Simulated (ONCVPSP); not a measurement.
# What the settings do to the ONCV potential of O

Base potential:

ONCVPSP 4.0.1 input, shortened (lines: element, Z, core and valence counts, functional; n l f; lmax; l rc ep ncon nbas qcut; lloc lpopt rc5 dvloc0; l nproj debl; icmod fcfact rcfact), PBE, scalar-relativistic:

```
  O 8.00    1    2        4      upf
    1    0    2.00
    2    0    1.50
    2    1    4.50
    1
    0    0.90    0.00    4    7    7.10
    1    1.10    0.00    4    8   11.40
    4    5    0.60    3.00
    0    2    1.40
    1    2    3.00
    2    0.35    0.60
```

All-electron outer shells of the reference configuration (PBE, scalar-relativistic, ld1.x):

```json
{"shell": "1s", "level (eV)": "-515.06", "outermost node (bohr)": "–", "outermost maximum (bohr)": "0.13"}
{"shell": "2s", "level (eV)": "-24.20", "outermost node (bohr)": "0.28", "outermost maximum (bohr)": "0.87"}
{"shell": "2p", "level (eV)": "-9.25", "outermost node (bohr)": "–", "outermost maximum (bohr)": "0.82"}
```

Cutoffs, loose and tight: the cutoffs (Ha) at which the residual kinetic energy of the hardest occupied pseudo-wave falls to 1 and 0.1 mHa per electron. They do not see the model core or the augmentation charge, which bear on the density cutoff. Test errors are all-electron minus pseudo excitation energies from the reference, over the configurations 2s2 2p4; 2s2 2p3; 2s2 2p2; 2s0 2p6. A dash means not determined; rows that change the core or the reference have their own tests.

```csv
change,outcome,"cutoff, loose","cutoff, tight",bound ghosts,GHOST(+) flags above zero,largest test error (meV)
base,generated,102 Ha,145 Ha,none,none,+95
functional PW91,generated,102 Ha,145 Ha,none,none,+89
p: qcut 12.3,generated,102 Ha,145 Ha,none,none,+84
p: rc 1.24,generated,102 Ha,145 Ha,none,none,+128
p: nproj 1,generated,102 Ha,145 Ha,none,none,+86
reference 2s2 2p2,"generated, projector energies reset by the program",112 Ha,148 Ha,none,none,+151
p: rc 0.74,generated,102 Ha,322 Ha,none,none,+39
s: debl 4.55,generated,102 Ha,145 Ha,none,none,+95
"all radii but the core radius scaled by about 1.05 (s 0.94, p 1.16 bohr); local potential polynomial inside 0.64 bohr (lpopt 5, dvloc0 3 Ha)",generated,69 Ha,131 Ha,none,none,+114
```

(1) What comes out with this change to the base: p: rc 0.9, qcut 13.9?

Results:

(1) outcome: generated; cutoff, loose: 102 Ha; cutoff, tight: 145 Ha; bound ghosts: none; GHOST(+) flags above zero: none; largest test error (meV): +42.
